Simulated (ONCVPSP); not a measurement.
**Before and after: ONCV potential for K**

| Item | Value |
| --- | --- |
| Element | potassium (K) |
| Generator | ONCVPSP 4.0.1 |
| Type | optimised norm-conserving Vanderbilt (ONCV) |
| Functional | PBE |
| Relativity | fully relativistic |
| Frozen core | [Ne] 3s2 |
| Valence charge | 7 |
| Reference configuration | 3p6 4s1 |
| Partial waves | 4s: rc 3.35 bohr, ncon 4, nbas 8, qcut 1.6 1/bohr, 3 projectors, debl 2.2 Ha; 3p: rc 1.40 bohr, ncon 4, nbas 7, qcut 6 1/bohr, 1 projector; d scattering state at 0.26 Ha: rc 3.05 bohr, ncon 3, nbas 7, qcut 2.6 1/bohr, 2 projectors, debl 0.6 Ha |
| Local potential | polynomial inside 1.20 bohr (lpopt 5, dvloc0 1 Ha) |
| Core correction | none |

Open shells are filled in proportion to 2j + 1.

All-electron outer shells of the reference configuration (PBE, scalar-relativistic, ld1.x):

| shell | level (eV) | outermost node (bohr) | outermost maximum (bohr) |
| --- | --- | --- | --- |
| 3s | -35.34 | 0.48 | 1.08 |
| 3p | -18.81 | 0.45 | 1.15 |
| 4s | -2.32 | 1.59 | 4.18 |

Change: s: rc 4.4.

Cutoffs: the cutoffs (Ha) at which the residual kinetic energy of the hardest occupied pseudo-wave falls to 1 and 0.1 mHa per electron; they do not see the model core or the augmentation charge, which bear on the density cutoff. Errors are all-electron minus pseudo energies relative to the spin-unpolarised reference configuration.

Question: Predict the effect on cutoff, ghosts and configuration errors.

Answer: The potential gets neither clearly harder nor softer (11 Ha and 36 Ha → 11 Ha and 36 Ha); the p channel sets the loose cutoff, while the largest relative change is in s, which becomes softer; of the 4 tests that both files solve, the error grows in 1 and shrinks in 3 by more than 15 % and 0.3 meV (median size 7.8 → 3.8 meV); neither file shows a bound ghost.

```csv
quantity,base,changed
"cutoff, loose",11 Ha,11 Ha
"cutoff, tight",36 Ha,36 Ha
loose cutoff by channel,"s 1.3 Ha, p 11 Ha","s 0.8 Ha, p 11 Ha"
bound ghosts,none,none
GHOST(+) flags under 300 eV,s at 44.6 eV,"s at 56.7 eV, s at 142.9 eV"
"error for 3p6 4s0, meV [ΔE 4.31 eV]",+11,+6.1
"error for 3p6 4s0.5, meV [ΔE 1.64 eV]",+1.7,-1.1
"error for 3p6 4s0 4p1, meV [ΔE 1.55 eV]",+5.0,+1.4
"error for 3p5 4s1, meV [ΔE 24.93 eV]",-109,-220
p3/2: phases at 1.42 bohr within 0.05 rad from the reference energy up to (Ha; the scan ends near 5),3.2,3.2
p1/2: phases at 1.42 bohr within 0.05 rad from the reference energy up to (Ha; the scan ends near 5),3.2,3.2
d5/2: phases at 3.10 bohr within 0.05 rad from the reference energy up to (Ha; the scan ends near 5),1.2,1.2
d3/2: phases at 3.10 bohr within 0.05 rad from the reference energy up to (Ha; the scan ends near 5),1.1,1.1
```

Base: These tests converged, but a pseudo level misses the all-electron one widely, so the file describes the atom poorly there or has found another state: 3p6 4s0 4p1: empty 4s by 3.2 eV. Changed file: These tests converged, but a pseudo level misses the all-electron one widely, so the file describes the atom poorly there or has found another state: 3p6 4s0 4p1: empty 4s by 3.2 eV.
